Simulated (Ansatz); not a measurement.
FGaH7NSi2, SMILES `F[SiH2][N]([SiH3])[GaH2]`. Total charge 0; spin multiplicity 1. The geometry is a stationary point of PBE0-D4/def2-TZVP. It is one conformer, not always the lowest.

```xyz
12

F     0.461    1.546    2.122
Si    0.294    0.025    1.646
N    -0.108   -0.062   -0.013
Si    1.104    0.094   -1.252
Ga   -1.887   -0.233   -0.537
H    -0.804   -0.553    2.454
H     1.594   -0.634    1.914
H     0.845    1.279   -2.112
H     1.121   -1.109   -2.128
H     2.436    0.247   -0.609
H    -2.110   -0.282   -2.081
H    -2.948   -0.319    0.597
```

(1) What is the dipole moment at r2SCAN/def2-TZVPP? (An estimate is asked.)

(2) And with PBE, B3LYP, ωB97M-V? (Estimate.)

(3) Give the Mulliken charges with r2SCAN, B3LYP, ωB97M-V in def2-TZVPP. (Estimate.)

Answers

(1) The calculation gave: 1.78 D, with components (-1.01, -1.15, -0.89) D in this frame, pointing from negative to positive charge.

(2) Computed: PBE 1.72 D, B3LYP 1.83 D, ωB97M-V 1.87 D.

(3) Ansatz gave: 
```
atom  r2SCAN  B3LYP  ωB97M-V
  F1   -0.33  -0.33    -0.32
 Si2    0.60   0.57     0.50
  N3   -0.40  -0.31    -0.39
 Si4    0.33   0.29     0.20
 Ga5    0.25   0.22     0.18
  H6   -0.09  -0.09    -0.05
  H7   -0.10  -0.09    -0.05
  H8   -0.07  -0.07    -0.03
  H9   -0.08  -0.07    -0.03
 H10   -0.06  -0.06    -0.02
 H11   -0.04  -0.04     0.00
 H12   -0.03  -0.03     0.01
```

B3LYP here is the variant with VWN-RPA as its local correlation; programs differ in this.
